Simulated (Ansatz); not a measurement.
Ansatz (a first-principles code) input (r2SCAN/def2-TZVPD):

Ansatz 0.2 input:
```yaml
crystal:
  periodic: [false, false, false]
  atoms:
    - {symbol: N, position_ang: [-1.10139600, 0.28069552, 0.24706094]}
    - {symbol: C, position_ang: [0.04274511, -0.02393513, -0.00078960]}
    - {symbol: O, position_ang: [1.14816135, -0.19903996, -0.32068421]}
    - {symbol: H, position_ang: [-1.73198952, -0.22893827, 0.84078472]}
basis:
  gaussian:
    orbitals: def2-TZVPD
hamiltonian:
  xc: {name: r2SCAN}
total_charge: 1
magnetization: {spin_polarized: true, initial_magnetization: 1}
```

End of the output:

```
integrals: 0.03 GiB planned
588 factors; their error is unknown
mean field: 0.40 GiB planned
mean field evaluation 1: about -4570.7714 eV, gradient 4.8e1 eV
mean field evaluation 2: about -4553.3235 eV, gradient 8.0e1 eV
mean field evaluation 4: about -4577.9407 eV, gradient 8.4e0 eV
mean field evaluation 8: about -4578.2356 eV, gradient 7.2e-2 eV
mean field evaluation 16: about -4578.2315 eV, gradient 5.1e-4 eV
mean field evaluation 32: about -4577.6293 eV, gradient 1.2e0 eV
mean field -4578.23152281 eV, -168.2469052263 hartree, gradient 2.4e-5 eV, S^2 0.775297; 4 other end points of the search recorded, 0 dependent functions left out
reference -4578.23153105 eV, -168.2469055293 hartree; 11, 10 occupied and 112, 113 virtual orbitals, 588 factors
Total energy: -4578.23153105 eV, -168.2469055293 hartree
```

This state (charge 1, doublet) is run at the relaxed geometry of the species with charge 0 and multiplicity 1.
